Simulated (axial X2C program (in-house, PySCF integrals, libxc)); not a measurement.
## Which molecule has these constants?

Calculated with an in-house relativistic program for diatomic molecules, spin-free (one-electron X2C) or two-component (2c: spin–orbit coupling with atomic mean-field Coulomb and Gaunt terms, which also bring small scalar terms), in Dyall basis sets with cores contracted in-house; open shells are unrestricted.

A two-component PBE0 calculation in a Dyall 3-zeta basis gave Re = 2.167 Å, ωe = 455.9 cm⁻¹, Ω = 3/2.

Problem. Which molecule is it?
A. GeSe⁺
B. GeS⁺
C. GeO⁺

Solution. B. The others have GeO⁺ 1.768 Å and 744.6 cm⁻¹ (Ω = 3/2); GeSe⁺ 2.287 Å and 326.3 cm⁻¹ (Ω = 3/2).

Each entry is the lowest single determinant of a limited PBE0 search at one distance. De goes to single-determinant-based atoms at the same level (for ions the charge split of lowest energy) and is withheld (n/a) where an atom does not fit its ground term or J level. Main or longest-lived isotopes. One determinant is a doubtful description, or other states lie close, for GeO⁺, GeSe⁺; these need not be ground states, and all values refer to the states named. The functionals have no current term, which raises determinants with orbital currents.
